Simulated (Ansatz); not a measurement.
Compare A (`C#CO[SiH3]`) with its isomer B (`O=C=C[SiH3]`).

Computed with Ansatz on PBE0-D4/def2-TZVP structures; ΔE is electronic, products minus reactants. CCSD(T)/CBS is the MP2 limit (def2-TZVPP, def2-QZVPP) plus CCSD(T) − MP2 in def2-TZVPP, frozen cores. Functionals use def2-TZVPP. B3LYP here is the variant with VWN-RPA as its local correlation; programs differ in this.

Which isomer does CCSD(T)/CBS put lower? Give the gap. (Best estimate.)

Ansatz gave: B, by 79.0 kJ/mol.

Give E(B) − E(A) in kJ/mol with B3LYP-D4, CCSD/def2-TZVPP, ωB97M-V, LDA (SPW92), B3LYP, CCSD(T)/def2-SVP, r2SCAN-D4. (An estimate is asked.)

The calculation gave: B3LYP-D4 -93.2, CCSD/def2-TZVPP -79.7, ωB97M-V -91.4, LDA (SPW92) -104.1, B3LYP -92.6, CCSD(T)/def2-SVP -101.4, r2SCAN-D4 -109.4. None reverses the order clearly.

Does the order hold for the free energy at 298.15 K (harmonic terms from PBE0-D4)? (Estimate.)

The calculation gave: Yes: G(B) − G(A) = -78.4 kJ/mol.

Largest T1 diagnostic: 0.016.

At CCSD(T), def2-SVP lies −22.4 kJ/mol from the extrapolated value and def2-TZVPP −5.5 kJ/mol. In def2-TZVPP, CCSD(T) changes the Hartree–Fock value by −8.5 kJ/mol (the triples alone add −4.9 kJ/mol) and MP2 by −7.7 kJ/mol.
